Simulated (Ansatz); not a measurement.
Pd3S2, 5 atoms. Hardware: 4 threads of Arm Neoverse V2 on a shared host.

In the def2 sets Pd takes a core potential; there is no spin–orbit coupling. Correlated methods freeze 10 core orbitals; core or outer-core shells of Pd are correlated, in sets that lack core-valence functions.

Question: How many basis functions does each of these Ansatz runs have, and roughly what does it cost? PBE-D4/def2-SVP, charge 0 singlet, energy, from earlier orbitals; revPBE-D4/def2-TZVP, charge 0 singlet, energy, from earlier orbitals; PBE-D4/def2-SVP, charge 0 singlet, relaxation, 5 steps; PBE-D4/def2-TZVP, charge 0 singlet, energy and forces, from earlier orbitals; r2SCAN-D4/def2-TZVP, charge 0 singlet, energy, from earlier orbitals; PBE0-D4/def2-TZVP, charge 0 singlet, energy, from earlier orbitals; PBE0-D4/def2-SVP, charge 0 singlet, energy, from earlier orbitals; CCSD(T)/def2-SVP, charge 0 singlet, energy, from earlier orbitals; PBE-QIDH/def2-TZVP, charge 0 singlet, energy, from earlier orbitals; B3LYP-D4/def2-TZVP, charge 0 singlet, energy, from earlier orbitals; MP2/def2-TZVP, charge 0 singlet, energy, from earlier orbitals.

Answer: Other jobs shared the machine, so times can vary by a factor of up to 3. A dash marks memory too small to be measured apart from the calling script's.

```json
{"run": "PBE-D4/def2-SVP, charge 0 singlet, energy, from earlier orbitals", "functions": "129", "fitting or Cholesky vectors": "1262", "wall time": "2.4 s", "peak host memory (GiB)": "–"}
{"run": "revPBE-D4/def2-TZVP, charge 0 singlet, energy, from earlier orbitals", "functions": "194", "fitting or Cholesky vectors": "1599", "wall time": "3.2 s", "peak host memory (GiB)": "–"}
{"run": "PBE-D4/def2-TZVP, charge 0 singlet, energy and forces, from earlier orbitals", "functions": "194", "fitting or Cholesky vectors": "1599", "wall time": "4 s", "peak host memory (GiB)": "–"}
{"run": "PBE0-D4/def2-SVP, charge 0 singlet, energy, from earlier orbitals", "functions": "129", "fitting or Cholesky vectors": "1313", "wall time": "4.8 s", "peak host memory (GiB)": "–"}
{"run": "B3LYP-D4/def2-TZVP, charge 0 singlet, energy, from earlier orbitals", "functions": "194", "fitting or Cholesky vectors": "1619", "wall time": "8 s", "peak host memory (GiB)": "0.7"}
{"run": "PBE-D4/def2-SVP, charge 0 singlet, relaxation, 5 steps", "functions": "129", "fitting or Cholesky vectors": "1262", "wall time": "9 s", "peak host memory (GiB)": "–"}
{"run": "r2SCAN-D4/def2-TZVP, charge 0 singlet, energy, from earlier orbitals", "functions": "194", "fitting or Cholesky vectors": "1599", "wall time": "10 s", "peak host memory (GiB)": "–"}
{"run": "PBE-QIDH/def2-TZVP, charge 0 singlet, energy, from earlier orbitals", "functions": "194", "fitting or Cholesky vectors": "1596", "wall time": "18 s", "peak host memory (GiB)": "0.61"}
{"run": "PBE0-D4/def2-TZVP, charge 0 singlet, energy, from earlier orbitals", "functions": "194", "fitting or Cholesky vectors": "1757", "wall time": "19 s", "peak host memory (GiB)": "0.95"}
{"run": "MP2/def2-TZVP, charge 0 singlet, energy, from earlier orbitals", "functions": "194", "fitting or Cholesky vectors": "1596", "wall time": "28 s", "peak host memory (GiB)": "0.94"}
{"run": "CCSD(T)/def2-SVP, charge 0 singlet, energy, from earlier orbitals", "functions": "129", "fitting or Cholesky vectors": "1313", "wall time": "2.3 min", "peak host memory (GiB)": "1.2"}
```
